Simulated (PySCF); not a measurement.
## Two-component Hartree-Fock for Kr+ (krypton, charge +1)

Start: [Ar] 3d10 4s2 4p5; 4p1/2 filled at m_j = +1/2; 4p3/2 filled at m_j = -3/2, -1/2, +1/2, +3/2. Calculated with PySCF 2.14 in x2c-SVPall-2c: generalised Hartree-Fock with the X2C-1e Hamiltonian and a Gaussian nucleus; one run each with spin-orbit coupling (SO) screened by Boettger's factors, then bare. This is a chosen level, not necessarily the ground level.

```csv
spinor shell,electrons,"ε, screened SO (eV)","ε, bare SO (eV)",weight of nominal j (bare SO),"rms radius, bare SO (bohr)"
1s1/2,2,-14411.7,-14411.7,1.000,0.0478
2s1/2,2,-1971.8,-1971.8,1.000,0.199
2p1/2,2,-1777.0,-1779.3,1.000,0.174
2p3/2,4,-1722.3,-1721.3,1.000,0.178
3s1/2,2,-317.46,-317.47,1.000,0.565
3p1/2,2,-246.64,-247.01,1.000,0.575
3p3/2,4,-238.38,-238.22,1.000,0.585
3d3/2,4,-115.02,-115.34,1.000,0.609
3d5/2,6,-113.75,-113.55,1.000,0.615
4s1/2,2,-42.919,-42.923,0.999,1.67
4p1/2,1,-26.453,-26.490,0.994,1.95
4p3/2,4,-24.682,-24.670,0.995,2.01
```

| quantity | screened SO | bare SO |
| --- | --- | --- |
| E (hartree) | -2787.29037 | -2787.30740 |
| M_J | 1/2 | 1/2 |
| ⟨J²⟩ | 0.801 | 0.796 |
| ⟨L²⟩ | 2.018 | 2.019 |
| ⟨S²⟩ | 0.759 | 0.760 |

Each row is a mean over spinors that exchange with the open shell spreads, by up to 1.814 eV (4s1/2).
